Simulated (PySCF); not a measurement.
## Xe⁺: ionisation energy

Xe⁺ [Kr] 4d10 5s2 5p5 (2P) → Xe²⁺ [Kr] 4d10 5s2 5p4 (3P), as a difference of total energies. Computed with PySCF 2.14 in aug-cc-pVTZ-DK3 (8s7p5d2f, 68 functions), with the spin-free X2C one-electron Hamiltonian (Gaussian nucleus). Correlated levels: valence: [Kr] 4d10 frozen. The calculations carry no spin-orbit coupling.

**Question.** Order these methods by the ionisation energy they give, lowest first.
A. TPSS
B. PBE
C. M06-L
D. M06

**Answer.** C (20.781 eV), D (20.874 eV), B (21.059 eV), A (21.088 eV).

A first-order spin-orbit estimate (lowest level to lowest level, LS coupling) adds -0.043 eV.

Errors of the correlated levels include the incompleteness of this basis and the frozen core.

For comparison: 20.975 eV (semi-empirical (NIST evaluation); NIST Atomic Spectra Database, ionization energies).
